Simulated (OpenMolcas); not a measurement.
Au3+ (d8) among equal point charges was computed by CASSCF with the d shell active (OpenMolcas, ANO-RCC-VDZP on the metal). Its lowest spin-free states, and all those of the highest spin:

| 2S+1 | Degeneracy | E (cm-1) |
| --- | --- | --- |
| 3 | 3 | 0.0 |
| 3 | 3 | 2512 |
| 3 | 1 | 5485 |
| 1 | 3 | 13098 |
| 1 | 2 | 13684 |
| 3 | 3 | 15750 |
| 1 | 3 | 19726 |
| 1 | 3 | 20974 |
| 1 | 1 | 21341 |
| 1 | 2 | 21785 |
| 1 | 1 | 48649 |

Question: Is the site octahedral, tetrahedral or cube-like, axial, or of lower symmetry?

Answer: The states with 2S+1 = 3 have orbital degeneracies 3, 3, 1, 3. Threefold states need a cubic site. For d8 at this spin an octahedron puts the single A2 below the threefold T2 and a tetrahedron or cube puts the threefold T1 below the threefold T2, so the site is a tetrahedron or a cube, which this pattern cannot tell apart. The run had Au3+ among 4 point charges of -1.62 e arranged as a tetrahedron (Td), 1.97 Å from the ion.

An orbital triplet at a regular site is open to Jahn-Teller coupling, which can distort the site and quench the lowest spin-orbit gaps and is left out. Without dynamic correlation the repulsion within the d shell is too large (B by tens of per cent), so at a given field states of lower spin stand too high. Real 4d8 and 5d8 ions are as a rule square planar and diamagnetic. Point charges carry no covalency, so the field is a model and not that of real ligands. No measured value stands beside these numbers.
